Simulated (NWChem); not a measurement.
System meant: CdBr2; SMILES [Br][Cd][Br]

The following NWChem deck was run.

```
start job
memory heap 200 mb stack 900 mb global 1100 mb
geometry units angstroms noautoz
  Cd     0.000000     0.000000    -0.094947
  Br     2.406446     0.000000    -0.095175
  Br    -2.406446     0.000000    -0.095175
end
basis spherical
  Cd library def2-svp
  Br library def2-svp
end
dft
  xc b3lyp
  iterations 150
  mulliken
end
task dft energy
```

End of the output:

```
             Northwest Computational Chemistry Package (NWChem) 7.3.0
             --------------------------------------------------------

 ORDER OF PRIMARY AXIS IS BEING SET TO 4
 D4H symmetry detected

                             Geometry "geometry" -> ""
                             -------------------------

 Output coordinates in angstroms (scale by  1.889725989 to convert to a.u.)

  No.       Tag          Charge          X              Y              Z
 ---- ---------------- ---------- -------------- -------------- --------------
    1 Cd                  48.0000     0.00000000     0.00000000     0.00000000
    2 Br                  35.0000     0.00000000     0.00000000     2.40644600
    3 Br                  35.0000     0.00000000     0.00000000    -2.40644600

 Effective nuclear repulsion energy (a.u.)     873.5523762641

      Symmetry information
      --------------------

 Group name             D4h
 Group number             28
 Group order              16
 No. of unique centers     2

                                 NWChem DFT Module
                                 -----------------

 Summary of "ao basis" -> "ao basis" (spherical)
 ------------------------------------------------------------------------------
       Tag                 Description            Shells   Functions and Types
 ---------------- ------------------------------  ------  ---------------------
 Cd                         def2-svp                11       31   5s3p2d1f
 Br                         def2-svp                12       32   5s4p3d

      Symmetry analysis of basis
      --------------------------

        a1g        19
        a1u         0
        a2g         0
        a2u        16
        b1g         5
        b1u         4
        b2g         5
        b2u         4
        eg         18
        eu         24

            General Information
            -------------------
          SCF calculation type: DFT
          Wavefunction type:  closed shell.
          No. of atoms     :     3
          No. of electrons :   118
           Alpha electrons :    59
            Beta electrons :    59
          Charge           :     0
          Spin multiplicity:     1
          Use of symmetry is: on ; symmetry adaption is: on
          Maximum number of iterations: 150
          AO basis - number of functions:    95
                     number of shells:    35
          Convergence on energy requested:  1.00D-06
          Convergence on density requested:  1.00D-05
          Convergence on gradient requested:  5.00D-04

              XC Information
              --------------
                         B3LYP Method XC Potential
                     Hartree-Fock (Exact) Exchange  0.200
                        Slater Exchange Functional  0.800 local
                    Becke 1988 Exchange Functional  0.720 non-local
              Lee-Yang-Parr Correlation Functional  0.810
                  VWN I RPA Correlation Functional  0.190 local

             Grid Information
             ----------------
          Grid used for XC integration:  medium
          Radial quadrature: Mura-Knowles
          Angular quadrature: Lebedev.
          Tag              B.-S. Rad. Rad. Pts. Rad. Cut. Ang. Pts.
          ---              ---------- --------- --------- ---------
          Cd                  1.55      123           8.0       590
          Br                  1.15      112          12.0       590
          Grid pruning is: on
          Number of quadrature shells:   235
          Spatial weights used:  Erf1

      Superposition of Atomic Density Guess
      -------------------------------------

 Sum of atomic energies:       -6352.39143133

      Non-variational initial energy
      ------------------------------

 Total energy =   -6357.207298
 1-e energy   =  -10572.015913
 2-e energy   =    3341.256238
 HOMO         =      -0.810932
 LUMO         =      -0.803228

      Symmetry analysis of molecular orbitals - initial
      -------------------------------------------------

 !! scf_movecs_sym_adapt:   18 vectors were symmetry contaminated

  Symmetry fudging

 !! scf_movecs_sym_adapt:   14 vectors were symmetry contaminated

  Numbering of irreducible representations:

     1 a1g         2 a1u         3 a2g         4 a2u         5 b1g
     6 b1u         7 b2g         8 b2u         9 eg         10 eu

  Orbital symmetries:

     1 a2u         2 a1g         3 a1g         4 a2u         5 a1g
     6 a1g         7 a2u         8 eu          9 eu         10 eg
    11 eg         12 a1g        13 a2u        14 eu         15 eu
    16 a1g        17 eg         18 eg         19 b1g        20 b2g
    21 a2u        22 eu         23 eu         24 b2u        25 b1u
    26 eu         27 eu         28 a2u        29 a1g        30 a1g
    31 a1g        32 a2u        33 eg         34 eg         35 eu
    36 eu         37 a2u        38 eu         39 eu         40 a1g
    41 a2u        42 eg         43 eg         44 eu         45 eu
    46 b1g        47 b2g        48 b2u        49 b1u        50 a1g
    51 a1g        52 eg         53 eg         54 b2g        55 b1g
    56 a2u        57 a1g        58 eu         59 eu         60 a2u
    61 eg         62 eg         63 a1g        64 eu         65 eu
    66 a1g        67 a2u        68 a1g        69 eu

     ---------------------------------------------
      Total Density - Mulliken Population Analysis
     ---------------------------------------------

    Atom       Charge   Shell Charges
 -----------   ------   -------------------------------------------------------
    1 Cd  48    55.76   2.00  2.01  2.03  2.62 -0.49  6.02  6.74 -0.04 10.03 10.84 14.00
    2 Br  35    31.12   2.00  2.00  2.00  0.93  0.94  6.00  5.97  0.89  0.54  8.21  1.74 -0.09
    3 Br  35    31.12   2.00  2.00  2.00  0.93  0.94  6.00  5.97  0.89  0.54  8.21  1.74 -0.09

   convergence    iter        energy       DeltaE   RMS-Dens  Diis-err
 ---------------- ----- ----------------- --------- --------- ---------
 d= 0,ls=0.0,diis     1  -6456.8600858938 -7.33D+03  4.76D-01  1.62D+01
 d= 0,ls=0.0,diis     2  -6450.7369913068  6.12D+00  1.84D-01  5.17D+01

 !! scf_movecs_sym_adapt:    4 vectors were symmetry contaminated

  Symmetry fudging

 !! scf_movecs_sym_adapt:    4 vectors were symmetry contaminated

 Warning: spatial symmetry breaking: alpha =  9.16D-01
 d= 0,ls=0.0,diis     3  -6461.5560931468 -1.08D+01  1.04D-01  5.05D+00
 Warning: spatial symmetry breaking: alpha =  8.79D-01
 d= 0,ls=0.5,diis     4  -6462.6092419912 -1.05D+00  1.23D-02  4.73D-01

 !! scf_movecs_sym_adapt:    4 vectors were symmetry contaminated

  Symmetry fudging

 !! scf_movecs_sym_adapt:    4 vectors were symmetry contaminated

 Warning: spatial symmetry breaking: alpha =  8.41D-01
 d= 0,ls=0.5,diis     5  -6462.6834301181 -7.42D-02  8.23D-03  1.58D-01

 !! scf_movecs_sym_adapt:    4 vectors were symmetry contaminated

  Symmetry fudging

 !! scf_movecs_sym_adapt:    4 vectors were symmetry contaminated

[...]
```

Question: Can this run be used? If not, why, and what is the fix?

Answer: The run ends normally but its numbers are meaningless: the def2 basis of a heavy element holds valence functions alone and wants its effective core potential (without it all electrons must fit into that basis). This input runs:
```
start job
memory heap 200 mb stack 900 mb global 1100 mb
geometry units angstroms noautoz
  Cd     0.000000     0.000000    -0.094947
  Br     2.406446     0.000000    -0.095175
  Br    -2.406446     0.000000    -0.095175
end
basis spherical
  Cd library def2-svp
  Br library def2-svp
end
ecp
  Cd library def2-ecp
end
dft
  xc b3lyp
  iterations 150
  mulliken
end
task dft energy
```
It converges to -5315.63189 Ha (B3LYP/def2-SVP with def2 effective core potentials on Cd). The faulty run gave -6462.722 Ha, with all electrons squeezed into the valence basis.
